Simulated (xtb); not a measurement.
xtb input file for BrF2GeHO, SMILES [OH][Ge]([F])([F])[Br], GFN2-xTB. 

```
$ xtb mol.xyz --gfn 2 --sp --chrg 0 --uhf 0 --json
$ cat mol.xyz
6

O      1.98787625    -0.03312811    -0.34812362
Ge     0.39237007    -0.49247769     0.00972649
F      0.36855912    -1.32734873     1.52038739
F     -0.09798401    -1.74087967    -1.07477924
Br    -0.95907218     1.26688049    -0.03395844
H      2.67349831    -0.70245078    -0.34818669
```

Program output:

```
[banner left out]
          |                Calculation Setup                |
           -------------------------------------------------



           -------------------------------------------------
          |                 G F N 2 - x T B                 |
           -------------------------------------------------

        Reference                      10.1021/acs.jctc.8b01176
      * Hamiltonian:
        H0-scaling (s, p, d)           1.850000    2.230000    2.230000
        zeta-weighting                 0.500000
      * Dispersion:
        s8                             2.700000
        a1                             0.520000
        a2                             5.000000
        s9                             5.000000
      * Repulsion:
        kExp                           1.500000    1.000000
        rExp                           1.000000
      * Coulomb:
        alpha                          2.000000
        third order                    shell-resolved
        anisotropic                    true
        a3                             3.000000
        a5                             4.000000
        cn-shift                       1.200000
        cn-exp                         4.000000
        max-rad                        5.000000


          ...................................................
          :                      SETUP                      :
          :.................................................:
          :  # basis functions                  33          :
          :  # atomic orbitals                  31          :
          :  # shells                           13          :
          :  # electrons                        32          :
          :  max. iterations                   250          :
          :  Hamiltonian                  GFN2-xTB          :
          :  restarted?                      false          :
          :  GBSA solvation                  false          :
          :  PC potential                    false          :
          :  electronic temp.          300.0000000     K    :
          :  accuracy                    1.0000000          :
          :  -> integral cutoff          0.2500000E+02      :
          :  -> integral neglect         0.1000000E-07      :
          :  -> SCF convergence          0.1000000E-05 Eh   :
          :  -> wf. convergence          0.1000000E-03 e    :
          :  Broyden damping             0.4000000          :
          :  net charge                          0          :
          :  unpaired electrons                  0          :
          ...................................................

 iter      E             dE          RMSdq      gap      omega  full diag
   1    -19.4184232 -0.194184E+02  0.124E+01    5.48       0.0  T
   2    -19.0025032  0.415920E+00  0.152E+01    8.45       1.0  T
   3    -20.2289612 -0.122646E+01  0.413E+00    6.08       1.0  T
   4    -20.1880111  0.409501E-01  0.430E+00    5.41       1.0  T
   5    -20.2461248 -0.581137E-01  0.974E-01    5.68       1.0  T
   6    -20.2462273 -0.102539E-03  0.724E-01    5.70       1.0  T
   7    -20.2466960 -0.468610E-03  0.576E-01    5.60       1.0  T
   8    -20.2473532 -0.657195E-03  0.168E-01    5.64       1.0  T
   9    -20.2473367  0.164353E-04  0.908E-02    5.63       1.0  T
  10    -20.2473795 -0.427789E-04  0.443E-02    5.63       1.0  T
  11    -20.2473869 -0.738599E-05  0.366E-03    5.64      11.1  T
  12    -20.2473869 -0.904739E-08  0.231E-03    5.64      17.7  T
  13    -20.2473869 -0.109660E-07  0.576E-04    5.64      70.9  T
  14    -20.2473869 -0.177288E-09  0.238E-04    5.64     171.8  T

   *** convergence criteria satisfied after 14 iterations ***

         #    Occupation            Energy/Eh            Energy/eV
      -------------------------------------------------------------
         1        2.0000           -0.8802953             -23.9541
       ...           ...                  ...                  ...
        10        2.0000           -0.5395493             -14.6819
        11        2.0000           -0.5284745             -14.3805
        12        2.0000           -0.5275392             -14.3551
        13        2.0000           -0.5271417             -14.3443
        14        2.0000           -0.5178894             -14.0925
        15        2.0000           -0.4827223             -13.1355
        16        2.0000           -0.4825894             -13.1319 (HOMO)
        17                         -0.2754930              -7.4965 (LUMO)
        18                         -0.1247686              -3.3951
        19                         -0.1106726              -3.0116
        20                         -0.0573873              -1.5616
        21                         -0.0135734              -0.3694
       ...                                ...                  ...
        31                          1.5432070              41.9928
      -------------------------------------------------------------
                  HL-Gap            0.2070964 Eh            5.6354 eV
             Fermi-level           -0.3790412 Eh          -10.3142 eV

 SCC (total)                   0 d,  0 h,  0 min,  0.005 sec
 SCC setup                      ...        0 min,  0.000 sec (  1.013%)
 Dispersion                     ...        0 min,  0.000 sec (  0.308%)
 classical contributions        ...        0 min,  0.000 sec (  0.156%)
 integral evaluation            ...        0 min,  0.001 sec ( 18.298%)
 iterations                     ...        0 min,  0.002 sec ( 49.626%)
 molecular gradient             ...        0 min,  0.001 sec ( 29.172%)
 printout                       ...        0 min,  0.000 sec (  1.267%)

         :::::::::::::::::::::::::::::::::::::::::::::::::::::
         ::                     SUMMARY                     ::
         :::::::::::::::::::::::::::::::::::::::::::::::::::::
         :: total energy             -20.209893608729 Eh    ::
         :: gradient norm              0.000305455652 Eh/a0 ::
         :: HOMO-LUMO gap              5.635380188933 eV    ::
         ::.................................................::
         :: SCC energy               -20.247385479528 Eh    ::
         :: -> isotropic ES            0.028081401546 Eh    ::
         :: -> anisotropic ES         -0.005748064264 Eh    ::
         :: -> anisotropic XC         -0.019543178960 Eh    ::
         :: -> dispersion             -0.003926456371 Eh    ::
         :: repulsion energy           0.037491870799 Eh    ::
         :: add. restraining           0.000000000000 Eh    ::
         :: total charge              -0.000000000000 e     ::
         :::::::::::::::::::::::::::::::::::::::::::::::::::::

           -------------------------------------------------
          |                Property Printout                |
           -------------------------------------------------

    * Orbital Energies and Occupations

         #    Occupation            Energy/Eh            Energy/eV
      -------------------------------------------------------------
         1        2.0000           -0.8802953             -23.9541
       ...           ...                  ...                  ...
         4        2.0000           -0.7543496             -20.5269
         5        2.0000           -0.6823185             -18.5668
         6        2.0000           -0.6094988             -16.5853
         7        2.0000           -0.5630893             -15.3224
         8        2.0000           -0.5620354             -15.2938
         9        2.0000           -0.5483111             -14.9203
        10        2.0000           -0.5395493             -14.6819
        11        2.0000           -0.5284745             -14.3805
        12        2.0000           -0.5275392             -14.3551
        13        2.0000           -0.5271417             -14.3443
        14        2.0000           -0.5178894             -14.0925
        15        2.0000           -0.4827223             -13.1355
        16        2.0000           -0.4825894             -13.1319 (HOMO)
        17                         -0.2754930              -7.4965 (LUMO)
        18                         -0.1247686              -3.3951
        19                         -0.1106726              -3.0116
        20                         -0.0573873              -1.5616
        21                         -0.0135734              -0.3694
        22                         -0.0135531              -0.3688
        23                          0.0528371               1.4378
        24                          0.0561022               1.5266
        25                          0.1109295               3.0185
        26                          0.1372603               3.7350
        27                          0.1563500               4.2545
       ...                                ...                  ...
        31                          1.5432070              41.9928
      -------------------------------------------------------------
                  HL-Gap            0.2070964 Eh            5.6354 eV
             Fermi-level           -0.3790412 Eh          -10.3142 eV

     #   Z          covCN         q      C6AA      α(0)
     1   8 O        1.588    -0.408    21.044     6.191
     2  32 Ge       3.066     0.498   202.762    27.529
     3   9 F        0.716    -0.239    11.651     4.031
     4   9 F        0.716    -0.238    11.645     4.030
     5  35 Br       0.845     0.031   183.923    21.866
     6   1 H        0.812     0.356     0.574     1.190

 Mol. C6AA /au·bohr⁶  :       1553.198491
 Mol. C8AA /au·bohr⁸  :      85699.174744
 Mol. α(0) /au        :         64.835765


Wiberg/Mayer (AO) data.
largest (>0.10) Wiberg bond orders for each atom

 ---------------------------------------------------------------------------
     #   Z sym  total        # sym  WBO       # sym  WBO       # sym  WBO
 ---------------------------------------------------------------------------
     1   8 O    2.262 --     2 Ge   1.174     6 H    0.842
     2  32 Ge   4.438 --     1 O    1.174     5 Br   1.162     4 F    1.040
                             3 F    1.039
     3   9 F    1.259 --     2 Ge   1.039
     4   9 F    1.259 --     2 Ge   1.040
     5  35 Br   1.442 --     2 Ge   1.162
     6   1 H    0.873 --     1 O    0.842
 ---------------------------------------------------------------------------

Topologies differ in total number of bonds
Writing topology from bond orders to xtbtopo.mol

molecular dipole:
                 x           y           z       tot (Debye)
 q only:        0.455       0.547      -0.161
   full:        1.345      -0.592      -0.134       3.752
molecular quadrupole (traceless):
                xx          xy          yy          xz          yz          zz
 q only:        6.482      -3.745      -3.142      -1.096       0.614      -3.340
  q+dip:        6.965       0.459      -6.803      -1.275       0.967      -0.162
   full:        7.431       0.039      -6.960      -1.347       1.015      -0.471


           -------------------------------------------------
          | TOTAL ENERGY              -20.209893608729 Eh   |
          | GRADIENT NORM               0.000305455652 Eh/α |
          | HOMO-LUMO GAP               5.635380188933 eV   |
           -------------------------------------------------

------------------------------------------------------------------------
------------------------------------------------------------------------
 total:
 SCF:
Note: The following floating-point exceptions are signalling: IEEE_DENORMAL
normal termination of xtb
```

The run converged.

Cost: roughly 0.020 core-seconds.
